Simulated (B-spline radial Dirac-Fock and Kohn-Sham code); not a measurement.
The computed values come from a radial B-spline solver: Dirac-Fock (average of configuration) total-energy differences with a finite nucleus, the Breit interaction including its frequency dependence, and self-energy and vacuum-polarisation corrections. Two-hole levels are in intermediate coupling, intensities from independent-particle Coulomb rates.

Q: These computed lines form the K-LL Auger spectrum of a free neutral atom. Which element, and how are the lines assigned?

```tsv
kinetic energy (eV)	relative intensity
33279.5	25
33733.5	36
33771.3	4
34139.6	6
34401.4	30
34467.9	7
34845.8	100
35512.3	6
35554.3	36
```

A: Gd ([Xe] 4f7 5d1 6s2). From low to high energy: K-L1L1 ¹S0, K-L1L2 ³P1, K-L1L2 ³P0, K-L2L2 ³P0, K-L1L3 ¹P1, K-L1L3 ³P2, K-L2L3 ¹D2, K-L3L3 ¹S0, K-L3L3 ³P2. The labels give the leading jj configuration and the leading LS term by weight; in heavy atoms the literature often keeps the label of the LS limit instead.
